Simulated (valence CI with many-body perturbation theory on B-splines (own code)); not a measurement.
Rh VII in brief

Method: configuration interaction combined with many-body perturbation theory (CI+MBPT): three valence electrons over a frozen Dirac-Fock core [Kr], radial functions for each j: 9 s, 9 p, 10 d, 8 f, 5 g, 3 h, 1 i, with the one-electron correlation potential Σ1 (screened to all orders), the two-electron term Σ2, the three-electron term Σ3, Breit, model QED; selected single and double excitations, second order for the rest, scaled by the run's own slope (own B-spline code, finite nucleus).

No measured levels were compared; by estimate terms of the open shell hold to 2 to 4 % of their energy, and close levels can change places; different configurations can be misplaced against each other by 1,000 to 8,000 cm⁻¹. Core correlation moves these levels by up to 18000 cm⁻¹, and in measured spectra 5 to 20 % of such shifts remained as error; rates that hang on mixing are uncertain with them. The list stops below the first excitations out of the core.

Rates and lifetimes use the calculated energies. Strong lines usually hold to 10 to 20 %, long lifetimes can be off by a factor of two.

(1) What is the ground level?

(2) Where does the other parity begin?

(3) How well does LS coupling describe the low levels?

(4) Name the longest-lived excited levels whose lifetime is computed, and their main decay.

(5) Among levels below 299180 cm⁻¹, which E1 lines absorb most strongly from the ground level?

(6) What is the ionisation energy?

(7) How is the term 4F of the ground level split?

## Answers

(1) 4d3 4F_3/2, composition 97 % 4d3 4F + 3 % 4d3 2D, g = 0.410.

(2) At 4d2.5p 4G°_5/2, 283810 cm⁻¹.

(3) Among the lowest 20 levels the leading LS term, summed over configurations, holds 88 % on average. For single configurations the figures are 88 % in LS and 68 % in jj coupling. Terms mix most in the J = 3/2 level at 22503 cm⁻¹, where the leading one holds 53 %.

(4) 4d3 4P_1/2 at 15681 cm⁻¹ lives 7.27 s, mostly by E2 to 4d3 4F_3/2; 4d3 4F_5/2 at 1931 cm⁻¹ lives 3.27 s, mostly by M1 to 4d3 4F_3/2; 4d3 4F_9/2 at 6556 cm⁻¹ lives 2.89 s, mostly by M1 to 4d3 4F_7/2.

(5) to 4d2.5p 4F°_3/2 at 34.87 nm, f = 0.184; to 4d2.5p 4D°_1/2 at 34.02 nm, f = 0.131; to 4d2.5p 4D°_3/2 at 33.77 nm, f = 0.0443.

(6) 97.927 eV; NIST lists 97 ± 2 eV (theoretical).

(7) J = 3/2 at 0.0, J = 5/2 at 1931, J = 7/2 at 4192, J = 9/2 at 6556 cm⁻¹.
